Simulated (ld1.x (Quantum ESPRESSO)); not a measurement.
# Reading a pseudo-wave (Os)

Columns: radius, all-electron u(r) and pseudo u(r) of the 6p shell (level -1.58 eV) of osmium in the configuration [Xe] 4f14 5d6 6s1.75 6p0.25; PW91, scalar-relativistic, TM scheme, ld1.x (Quantum ESPRESSO) 7.5.

| r (bohr) | all-electron | pseudo |
| --- | --- | --- |
| 0.145 | -0.0801 | 0.0013 |
| 0.290 | 0.0879 | 0.0052 |
| 0.435 | 0.0884 | 0.0119 |
| 0.580 | -0.0417 | 0.0214 |
| 0.725 | -0.1506 | 0.0338 |
| 0.870 | -0.1954 | 0.0495 |
| 1.015 | -0.1839 | 0.0685 |
| 1.160 | -0.1354 | 0.0910 |
| 1.305 | -0.0673 | 0.1173 |
| 1.450 | 0.0080 | 0.1471 |
| 1.595 | 0.0831 | 0.1803 |
| 1.740 | 0.1535 | 0.2163 |
| 1.885 | 0.2171 | 0.2541 |
| 2.030 | 0.2730 | 0.2925 |
| 2.175 | 0.3211 | 0.3300 |
| 2.320 | 0.3619 | 0.3652 |
| 2.465 | 0.3957 | 0.3966 |
| 2.610 | 0.4232 | 0.4233 |
| 2.755 | 0.4449 | 0.4449 |
| 2.900 | 0.4616 | 0.4616 |
| 3.045 | 0.4738 | 0.4738 |
| 3.190 | 0.4821 | 0.4821 |
| 3.335 | 0.4868 | 0.4868 |
| 3.480 | 0.4886 | 0.4886 |
| 3.625 | 0.4879 | 0.4879 |
| 3.770 | 0.4849 | 0.4849 |

(1) How many radial nodes do the two functions have?

(2) At about which radius was the pseudo-wave matched?

(3) Is the pseudo-wave norm-conserving?

Answers

(1) The all-electron 6p function has n − l − 1 = 4 (the table is too coarse to show those close to the nucleus); the pseudo-wave has 0, since the states of the same l below it are removed with the core.

(2) 2.90 bohr. The columns agree to 0.0005 from 2.61 bohr on; several derivatives are matched, so the curves merge somewhat inside the radius.

(3) Yes: the TM scheme keeps the norm inside the radius equal to the all-electron one, which fixes the energy derivative of the logarithmic derivative at the level.
